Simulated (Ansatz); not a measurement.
Reaction (substitution at a C–C bond): `N/C=C(\N)C=O` + `[AlH2][NH][SiH3]` → `O=C[N]([AlH2])[SiH3]` + `N/C=C\N`

Isolated molecules relaxed with PBE0-D4/def2-TZVP in Ansatz; ΔE leaves out vibrations. CCSD(T)/CBS is the MP2 limit (def2-TZVPP, def2-QZVPP) plus CCSD(T) − MP2 in def2-TZVPP, frozen cores. Double bonds are as drawn, so ΔE can hold a change between cis and trans. DFT in def2-TZVPP. B3LYP here is the variant with VWN-RPA as its local correlation; programs differ in this. Each species was taken in one conformer, which may not be the lowest.

```csv
level,ΔE (kJ/mol),difference from CCSD(T)/CBS
PBE-D4,3.9,10.2
r2SCAN-D4,5.3,11.6
PBE0-D4,3.0,9.3
B3LYP-D4,3.7,10.0
ωB97X-V,-1.3,5.0
ωB97M-V,-0.9,5.4
B2PLYP,2.3,8.6
PBE,5.5,11.8
r2SCAN,5.4,11.7
PBE0,4.3,10.6
B3LYP,6.5,12.8
HF/def2-TZVPP,1.5,7.8
MP2/def2-TZVPP,-3.8,2.5
SCS-MP2/def2-TZVPP,-5.0,1.3
CCSD/def2-TZVPP,-6.2,0.1
CCSD(T)/def2-TZVPP,-6.2,0.1
HF/def2-QZVPP,-0.1,6.2
MP2/def2-QZVPP,-4.4,1.9
SCS-MP2/def2-QZVPP,-5.5,0.8
HF/CBS(def2),-0.3,6.0
MP2/CBS(def2),-3.9,2.4
CCSD/CBS(def2),-6.3,0.0
CCSD(T)/CBS,-6.3,0
```

Largest T1 diagnostic among the species: 0.016.

In def2-TZVPP, CCSD(T) changes the Hartree–Fock value by −7.7 kJ/mol (the triples alone add −0.0 kJ/mol) and MP2 by −5.3 kJ/mol.
